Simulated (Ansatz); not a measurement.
Geometry optimisation, RKS PBE0-D4/def2-mTZVP (Ansatz).

Input:

```yaml
crystal:
  periodic: [false, false, false]
  atoms:
    - { symbol: Al, position_ang: [0.0, 0.0, 0.0] }
    - { symbol: Cl, position_ang: [0.0, 0.0, 2.23] }
    - { symbol: H, position_ang: [1.351, 0.0, -0.78] }
    - { symbol: O, position_ang: [-1.5415, 0.0, -0.89] }
    - { symbol: Si, position_ang: [-2.6907, -1.2238, -0.8267] }
    - { symbol: H, position_ang: [-2.2881, -2.2198, 0.162] }
    - { symbol: H, position_ang: [-3.9833, -0.6595, -0.4496] }
    - { symbol: H, position_ang: [-2.8007, -1.8572, -2.1376] }
basis:
  gaussian: { orbitals: def2-mTZVP }
hamiltonian:
  xc: pbe0
  dispersion: d4
relax:
  f_tol: 0.02
  max_steps: 40
```

Run as:

```bash
$ ansatz run input.yaml --threads 2 --pin off --max-ram 3072MiB --backend cpu --events-out ev --progress --plain --runs-dir out
```

Where does it end, and by what steps?

It converged. After 7 steps the energy has fallen by 0.403 eV; O4 moved furthest, 0.69 Å.

```tsv
step	energy less start (eV)	largest force component (eV/Å)	accepted
0	0.0000	1.708	yes
1	-0.2311	0.937	yes
2	-0.2991	0.408	yes
3	-0.3480	0.240	yes
4	-0.3708	0.444	yes
5	-0.3994	0.264	yes
6	-0.4017	0.057	yes
7	-0.4026	0.014	yes
```

```xyz
8
Properties=species:S:1:pos:R:3
Al 0.101 0.018 0.038
Cl 0.158 -0.013 2.134
H 1.295 0.618 -0.776
O -1.254 -0.602 -0.732
Si -2.724 -1.327 -0.815
H -2.812 -2.439 0.170
H -3.798 -0.340 -0.529
H -2.919 -1.874 -2.183
```

Run time: 22 s on 2 threads of Arm Neoverse V2 (shared host), peak memory 0.21 GiB.
